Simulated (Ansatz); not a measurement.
Geometry optimisation, RKS PBE-D4/def2-SVP in Ansatz 0.2.0.

The input (input.yaml):

```yaml
crystal:
  periodic: [false, false, false]
  atoms:
    - { symbol: Sn, position_ang: [0.0, 0.0, 0.0] }
    - { symbol: H, position_ang: [0.0, 0.0, 2.09] }
    - { symbol: Cl, position_ang: [2.2726, 0.0, -0.8025] }
    - { symbol: H, position_ang: [-0.8195, 1.4198, -0.5794] }
    - { symbol: Cl, position_ang: [-1.1351, -1.9666, -0.8025] }
    - { symbol: O, position_ang: [1.1796, -1.7912, 0.7126] }
    - { symbol: H, position_ang: [0.6132, -2.6232, 0.6281] }
    - { symbol: H, position_ang: [0.5852, -0.8886, 1.9402] }
basis:
  gaussian: { orbitals: def2-SVP }
hamiltonian:
  xc: pbe
  dispersion: d4
relax:
  f_tol: 0.15
  max_steps: 25
  restrain:
    - { distance: [0, 5], at: 1.96, k: 30.0 }
    - { distance: [7, 1], at: 0.66, k: 30.0 }
    - { distance: [0, 1], at: 2.94, k: 30.0 }
    - { distance: [7, 5], at: 2.21, k: 30.0 }
```

Run as:

```bash
$ ansatz run input.yaml --threads 2 --pin off --max-ram 3072MiB --backend cpu --events-out ev --progress --plain --runs-dir out
```

Where does it end, and by what steps?

The forces met the threshold. The restraints hold the end off the free minimum; the threshold counts their pulls, which the force column leaves out. Restrained pairs: Sn1–O6 (2.26 → 1.97 Å), H2–H8 (1.07 → 0.72 Å), Sn1–H2 (2.09 → 2.94 Å), O6–H8 (1.64 → 2.21 Å). After 20 steps the energy has fallen by 2.683 eV (the restraints' own energy left out); Cl5 moved furthest, 1.42 Å.

| step | energy less start (eV) | largest force component (eV/Å) | accepted |
| --- | --- | --- | --- |
| 0 | 0.0000 | 2.490 | yes |
| 1 | -0.2889 | 1.706 | yes |
| 2 | -0.6884 | 1.924 | yes |
| 3 | -1.5538 | 1.944 | yes |
| 4 | -2.0088 | 1.700 | yes |
| 5 | -2.2677 | 1.459 | yes |
| 6 | -2.4457 | 1.384 | yes |
| 7 | -2.5429 | 1.501 | yes |
| 8 | -2.5893 | 1.823 | yes |
| 9 | -2.6068 | 1.509 | yes |
| 10 | -2.6278 | 1.848 | yes |
| 11 | -2.6510 | 1.866 | yes |
| 12 | -2.6658 | 1.869 | no |
| 13 | -2.6510 | 2.003 | yes |
| 14 | -2.6617 | 1.957 | yes |
| 15 | -2.6740 | 1.933 | no |
| 16 | -2.6699 | 1.913 | yes |
| 17 | -2.6762 | 1.875 | yes |
| 18 | -2.6815 | 1.847 | yes |
| 19 | -2.6919 | 1.706 | yes |
| 20 | -2.6827 | 1.916 | yes |

```xyz
8
Properties=species:S:1:pos:R:3
Sn 0.010 -0.592 -0.301
H 0.796 0.517 2.310
Cl 2.041 0.398 -0.989
H -1.120 0.577 0.227
Cl -0.805 -1.783 -2.175
O 0.363 -1.956 1.083
H 0.613 -2.807 0.669
H 0.799 -0.203 2.363
```

Time of the run: 29 s on 2 threads of AMD EPYC 7R43 64-Core Processor (Zen 3), with other jobs on the host, peak memory 0.15 GiB.
